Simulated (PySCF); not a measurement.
## Electric field gradients and quadrupole coupling constants

Species: C5H6F3O2 (charge -1).
Structure used (GFN2-xTB), in Å, numbered top down from 1:
```xyz
16
C5H6F3O2 angstrom
O      3.4509    0.3563   -0.3341
C      2.2417    0.4289   -0.5650
O      1.6003    1.3688   -1.0638
C      1.4106   -0.8832   -0.1946
C      0.0909   -0.5993    0.5155
C     -0.8503    0.1563   -0.4240
C     -2.0818    0.6522    0.2698
F     -2.9261    1.3115   -0.5587
F     -2.8389   -0.3479    0.7971
F     -1.8516    1.4902    1.2926
H      2.0508   -1.5021    0.4370
H      1.2204   -1.4258   -1.1260
H     -0.3795   -1.5322    0.8547
H      0.2858    0.0198    1.3952
H     -1.1708   -0.4824   -1.2500
H     -0.2599    0.9977   -0.8258
```

Field gradients from the PBE0/pcSseg-1 density (PySCF, non-relativistic), principal values in atomic units, ordered |Vxx| ≤ |Vyy| ≤ |Vzz|:

```
atom     Vxx     Vyy      Vzz
  O1  0.5624  0.9179  -1.4803
  O3  0.3486  0.9938  -1.3424
```

Problem. Find the asymmetry η = (Vxx − Vyy)/Vzz and the couplings χ = eQV/h (234.96 MHz × Q in barn × V in au), with Q(17O) = −0.0256 b.

Solution. 
```
atom         environment  nucleus     η  χzz (MHz)  χxx (MHz)  χyy (MHz)
  O1  carboxylate oxygen      17O  0.24       8.90      -3.38      -5.52
  O3  carboxylate oxygen      17O  0.48       8.07      -2.10      -5.98
```

Problem. What is Vzz at O1 in SI units (1 au = 9.71736 × 10²¹ V/m²)?

Solution. -1.4803 au = -14.385 × 10²¹ V/m².

Problem. And the gradient at the other heavy atoms, for which no coupling is worked out here?

Solution. 
```
atom                    environment  Vzz (au)     η
  C2             carboxylate carbon     0.384  0.50
  C4  sp3 carbon next to a carbonyl     0.098  0.61
  C5               chain CH2 carbon     0.089  0.34
  C6               chain CH2 carbon    -0.211  0.82
  C7                     CF3 carbon    -0.532  0.03
  F8        fluorine of a CF3 group     2.848  0.06
  F9        fluorine of a CF3 group     2.823  0.06
 F10        fluorine of a CF3 group     2.857  0.06
```

Problem. What couplings would deuterons (Q(2H) = 0.00286 b) have in place of the hydrogens, at this geometry?

Solution. 
| atom | bonded to | bond length (Å) | Vzz (au) | η | χzz (kHz) |
| --- | --- | --- | --- | --- | --- |
| H11 | C4 | 1.092 | 0.3107 | 0.04 | 209 |
| H12 | C4 | 1.095 | 0.3094 | 0.04 | 208 |
| H13 | C5 | 1.098 | 0.2975 | 0.02 | 200 |
| H14 | C5 | 1.093 | 0.3019 | 0.03 | 203 |
| H15 | C6 | 1.092 | 0.3061 | 0.07 | 206 |
| H16 | C6 | 1.104 | 0.2445 | 0.04 | 164 |

One conformer (not necessarily the lowest) at the GFN2-xTB geometry, without solvent, vibrations or thermal averaging. The pcSseg-1 basis has no diffuse functions, a weakness for an anion. GFN2-xTB bond lengths can be off by several hundredths of an ångström, more for odd bonds, and the gradients follow them. With so small a basis the couplings can be 20 % off.
